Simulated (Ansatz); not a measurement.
Gas-phase electronic energies from Ansatz, PBE0-D4/def2-TZVP geometries. CBS: MP2 limit from def2 TZ/QZ plus the TZ coupled-cluster correction, frozen cores. Functionals use def2-TZVPP. B3LYP here is the variant with VWN-RPA as its local correlation; programs differ in this. One conformer a species, not always the lowest.

Reaction (substitution at a C–C bond): `CC(F)[SiH2][SiH3]` + `COB(C)O` → `COB(C)OC` + `FC[SiH2][SiH3]`

`CC(F)[SiH2][SiH3]`:

Z-matrix (Å, degrees):
```
C
C 1 1.509
H 1 1.093 2 110.6
H 1 1.093 2 110.1 3 119.5
H 1 1.092 2 111.1 3 -120.6
F 2 1.403 1 108.9 3 57.7
Si 2 1.909 1 114.5 3 178.5
H 2 1.097 1 109.9 3 -58.4
Si 7 2.339 2 110.4 1 -171.2
H 7 1.491 2 107.9 1 68.1
H 7 1.489 2 108.9 1 -49.2
H 9 1.486 7 110.7 2 66.4
H 9 1.488 7 110.1 2 -173.2
H 9 1.489 7 109.7 2 -53.9
```

`COB(C)O`:

Z-matrix (Å, degrees):
```
C
O 1 1.408
H 1 1.090 2 107.9
H 1 1.094 2 111.3 3 -119.0
H 1 1.094 2 111.8 3 119.4
B 2 1.368 1 121.9 3 -171.4
O 6 1.364 2 116.5 1 -179.3
C 6 1.569 2 123.9 1 0.9
H 7 0.962 6 111.4 2 -0.0
H 8 1.090 6 111.5 2 -176.8
H 8 1.095 6 111.0 2 62.7
H 8 1.094 6 111.6 2 -55.5
```

`COB(C)OC`:

Cartesian coordinates in Å:
```
C -0.038 2.031 -0.160
O 0.467 0.765 0.195
B -0.216 -0.384 -0.089
C -1.604 -0.416 -0.822
O 0.353 -1.559 0.294
C 1.601 -1.572 0.957
H -0.163 2.124 -1.243
H -1.001 2.229 0.320
H 0.679 2.782 0.174
H -2.361 0.148 -0.269
H -1.965 -1.437 -0.948
H -1.543 0.048 -1.812
H 1.554 -1.021 1.901
H 1.854 -2.612 1.161
H 2.384 -1.125 0.339
```

`FC[SiH2][SiH3]`:

```xyz
11

F    -1.387   -1.214    1.307
C    -0.001   -1.250    1.192
Si    0.540   -0.525   -0.481
Si   -0.367    1.611   -0.776
H     0.322   -2.290    1.301
H     0.425   -0.677    2.023
H     2.030   -0.466   -0.470
H     0.112   -1.433   -1.579
H     0.175    2.226   -2.018
H    -1.847    1.543   -0.880
H    -0.002    2.475    0.380
```

(1) Is it downhill or uphill in electronic energy at CCSD(T)/CBS, and by how much? (Best estimate.)

(2) What do these levels give: r2SCAN, B3LYP, HF/def2-TZVPP, MP2/def2-TZVPP, HF/def2-QZVPP, MP2/def2-QZVPP? (An estimate is asked.)

Largest T1 diagnostic among the species: 0.012.

## Answers

(1) Computed: Uphill: ΔE = +16.6 kcal/mol.

(2) Ansatz gave: r2SCAN 16.3, B3LYP 14.5, HF/def2-TZVPP 13.6, MP2/def2-TZVPP 17.3, HF/def2-QZVPP 13.4, MP2/def2-QZVPP 17.5 kcal/mol.

In def2-TZVPP, CCSD(T) changes the Hartree–Fock value by +2.5 kcal/mol (the triples alone add +0.2 kcal/mol) and MP2 by +3.7 kcal/mol.
